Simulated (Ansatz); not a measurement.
Al8Sb7I3, 18 atoms. Hardware: 2 threads of AMD EPYC 7R13 on a shared host and a share (18 GiB) of an NVIDIA H100 80GB HBM3.

In the def2 sets I, Sb take a core potential; there is no spin–orbit coupling. Correlated methods freeze 80 core orbitals; core or outer-core shells of Sb, I are correlated, in sets that lack core-valence functions. Single mean-field runs in def2-SVP, def2-TZVP are fitted with def2-universal-jkfit.

Question: How many basis functions does each of these Ansatz runs have, and roughly what does it cost? PBE0-D4/def2-TZVP, charge -1 doublet at the geometry of the charge 0 singlet, energy; PBE-D4/def2-SVP, charge 0 singlet, energy, from earlier orbitals; PBE-D4/def2-TZVP, charge -1 doublet at the geometry of the charge 0 singlet, energy, from earlier orbitals; PBE0-D4/def2-TZVP, charge 0 singlet, energy and forces, from earlier orbitals; PBE-D4/def2-TZVP, charge 0 singlet, energy and forces, from earlier orbitals; HF/STO-3G, charge 0 singlet, energy; HF/def2-TZVP, charge 0 singlet, energy, from earlier orbitals; r2SCAN-D4/def2-TZVP, charge 0 singlet, energy, from earlier orbitals; PBE0-D4/def2-SVP, charge 0 singlet, energy, from earlier orbitals; revPBE-D4/def2-TZVP, charge 0 singlet, energy, from earlier orbitals; RPA@PBE/def2-SVP, charge 0 singlet, energy, from earlier orbitals; MP2/def2-SVP, charge 0 singlet, energy, from earlier orbitals.

Answer: Other jobs shared the machine, so times can vary by a factor of up to 3.

| run | functions | fitting or Cholesky vectors | wall time | peak host memory (GiB) |
| --- | --- | --- | --- | --- |
| PBE-D4/def2-SVP, charge 0 singlet, energy, from earlier orbitals | 404 | 3204 | 7 s | 0.94 |
| revPBE-D4/def2-TZVP, charge 0 singlet, energy, from earlier orbitals | 796 | 3204 | 11 s | 1.1 |
| PBE0-D4/def2-SVP, charge 0 singlet, energy, from earlier orbitals | 404 | 3204 | 11 s | 0.94 |
| HF/STO-3G, charge 0 singlet, energy | 342 | 3563 | 11 s | 1 |
| MP2/def2-SVP, charge 0 singlet, energy, from earlier orbitals | 404 | 4604 | 14 s | 1.1 |
| PBE-D4/def2-TZVP, charge -1 doublet at the geometry of the charge 0 singlet, energy, from earlier orbitals | 796 | 3204 | 14 s | 1.3 |
| HF/def2-TZVP, charge 0 singlet, energy, from earlier orbitals | 796 | 3204 | 15 s | 1.1 |
| RPA@PBE/def2-SVP, charge 0 singlet, energy, from earlier orbitals | 404 | 4604 | 17 s | 2.5 |
| r2SCAN-D4/def2-TZVP, charge 0 singlet, energy, from earlier orbitals | 796 | 3204 | 17 s | 1.2 |
| PBE0-D4/def2-TZVP, charge -1 doublet at the geometry of the charge 0 singlet, energy | 796 | 3204 | 17 s | 1.5 |
| PBE-D4/def2-TZVP, charge 0 singlet, energy and forces, from earlier orbitals | 796 | 3204 | 19 s | 1.2 |
| PBE0-D4/def2-TZVP, charge 0 singlet, energy and forces, from earlier orbitals | 796 | 3204 | 22 s | 2.4 |
